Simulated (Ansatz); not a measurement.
Relaxation of C₂H₅BO (9 atoms, charge 0, multiplicity 1), to a largest force component of 0.015 eV/Å in at most 40 steps.

Level of theory: RKS LDA/STO-3G in Ansatz.

```xyz
9
Properties=species:S:1:pos:R:3
B -0.621 1.131 -0.251
C -0.031 -0.075 0.574
C 0.703 -1.037 -0.302
O 1.888 -1.225 -0.280
H -0.677 2.190 0.234
H -1.025 0.953 -1.333
H 0.609 0.231 1.402
H -0.900 -0.599 0.983
H 0.055 -1.569 -1.027
```

Problem. Where does it end, and by what steps?

Solution. It converged. Limits of this set-up: minimal basis. After 15 steps the energy has fallen by 0.251 eV; H5 moved furthest, 0.43 Å.

```tsv
step	energy less start (eV)	largest force component (eV/Å)	accepted
0	0.0000	5.305	yes
1	-0.2185	0.738	yes
2	-0.2215	0.423	yes
3	-0.2348	0.332	yes
4	-0.2382	0.175	yes
5	-0.2427	0.098	yes
6	-0.2467	0.069	yes
7	-0.2440	0.390	no
8	-0.2491	0.065	yes
9	-0.2492	0.106	yes
10	-0.2501	0.146	yes
11	-0.2509	0.062	yes
12	-0.2510	0.058	yes
13	-0.2512	0.047	yes
14	-0.2514	0.017	yes
15	-0.2515	0.012	yes
```

```xyz
9
Properties=species:S:1:pos:R:3
B -0.632 1.120 -0.227
C -0.105 -0.073 0.607
C 0.747 -0.999 -0.327
O 1.981 -1.153 -0.221
H -0.306 2.225 0.015
H -1.341 0.912 -1.143
H 0.496 0.201 1.489
H -0.959 -0.712 0.913
H 0.118 -1.521 -1.106
```

Whether the end is a true minimum wasn't checked by a vibrational analysis.

Time of the run: 15 s on 1 thread of Arm Neoverse V2, on a shared host, peak memory 0.11 GiB.
